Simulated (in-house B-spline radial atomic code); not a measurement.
Ionising Ga⁷⁺ with different functionals

Computed with a radial B-spline atomic code at the basis-set limit: non-relativistic Hamiltonian, point nucleus, spin-polarised at highest spin, spherical fractional occupations for the functionals, and exact exchange of hybrids averaged over the configuration. The ionisation energy is the difference of two self-consistent energies, [Ar] 3d6 → [Ar] 3d5, without Breit or QED terms; ε is the level of the shell that loses the electron (its least bound occupied spin orbital). There is no spin-orbit coupling in this Hamiltonian.

```json
{"method": "PBE0", "rung": "global hybrid", "ΔSCF (eV)": "170.96", "-ε(3d) (eV)": "160.36"}
{"method": "B3LYP", "rung": "global hybrid", "ΔSCF (eV)": "171.23", "-ε(3d) (eV)": "159.70"}
{"method": "TPSSh", "rung": "global hybrid", "ΔSCF (eV)": "170.74", "-ε(3d) (eV)": "157.54"}
{"method": "M06-2X", "rung": "global hybrid", "ΔSCF (eV)": "170.94", "-ε(3d) (eV)": "165.41"}
{"method": "BHandHLYP", "rung": "global hybrid", "ΔSCF (eV)": "170.73", "-ε(3d) (eV)": "164.53"}
{"method": "r2SCAN0", "rung": "global hybrid", "ΔSCF (eV)": "170.01", "-ε(3d) (eV)": "159.68"}
{"method": "B97-1", "rung": "global hybrid", "ΔSCF (eV)": "171.04", "-ε(3d) (eV)": "159.72"}
{"method": "HSE06", "rung": "range-separated hybrid", "ΔSCF (eV)": "170.94", "-ε(3d) (eV)": "159.90"}
{"method": "wB97X", "rung": "range-separated hybrid", "ΔSCF (eV)": "170.76", "-ε(3d) (eV)": "162.26"}
{"method": "CAM-B3LYP", "rung": "range-separated hybrid", "ΔSCF (eV)": "171.15", "-ε(3d) (eV)": "161.70"}
{"method": "LC-wPBE", "rung": "range-separated hybrid", "ΔSCF (eV)": "171.21", "-ε(3d) (eV)": "161.96"}
```

(1) Among the functionals, which spreads more, the ΔSCF values or the orbital energies?

(2) How do they compare with the NIST value?

## Answers

(1) The orbital energies: ΔSCF values span about 1.22 eV and the orbital energies 7.87 eV; here energy differences depend much less on the functional than eigenvalues do.

(2) NIST lists 170 eV ± 1.7 (tabulated theory, ground level to ground level). Errors run from +0.11 to +1.33 eV; all lie within about twice that uncertainty, so the table can't rank the methods.
